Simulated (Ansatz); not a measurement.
Basis sets compared for the cluster Sn4Cl4. Total charge 0; singlet. Geometry PBE0-D4/def2-SVP. Ansatz on 4 threads of Intel Xeon on a shared host; times are rough, and most runs start from earlier orbitals.

Cartesian coordinates in Å:
```
Sn 0.6937 1.9360 1.4090
Sn 0.8926 -2.5703 0.0060
Sn -0.0615 -0.1399 -1.3755
Sn -1.2661 2.3135 -0.8381
Cl -1.3455 -2.7748 0.9001
Cl -1.8108 1.3095 1.5921
Cl 1.2833 0.4877 -3.2740
Cl 1.6142 -0.5617 1.5805
```

In the def2 sets Sn takes a core potential; there is no spin–orbit coupling. Another isomer (singlet) lies 0.48 eV lower at PBE0-D4/def2-TZVP; other spin states weren't run for this one.

Binding counts from free atoms (Sn triplet, Cl doublet) in the same basis, without a counterpoise term.

| level | functions | energy (Eh) | HOMO (eV) | LUMO (eV) | binding per atom (eV) | wall time |
| --- | --- | --- | --- | --- | --- | --- |
| PBE-D4/def2-SVP | 176 | -2697.0008 | -5.15 | -3.57 | 2.85 | 4.8 s |
| PBE0-D4/def2-SVP | 176 | -2697.1671 | -5.97 | -3.09 | 2.71 | 13 s |

Question: Estimate the rows for PBE-D4/def2-TZVP (with forces), PBE0-D4/def2-TZVP.

Answer: 
```csv
level,functions,energy (Eh),HOMO (eV),LUMO (eV),binding per atom (eV),wall time
PBE-D4/def2-TZVP (with forces),348,-2697.6659,-5.26,-3.69,2.84,16 s
PBE0-D4/def2-TZVP,348,-2697.8226,-6.03,-3.16,2.72,45 s
```
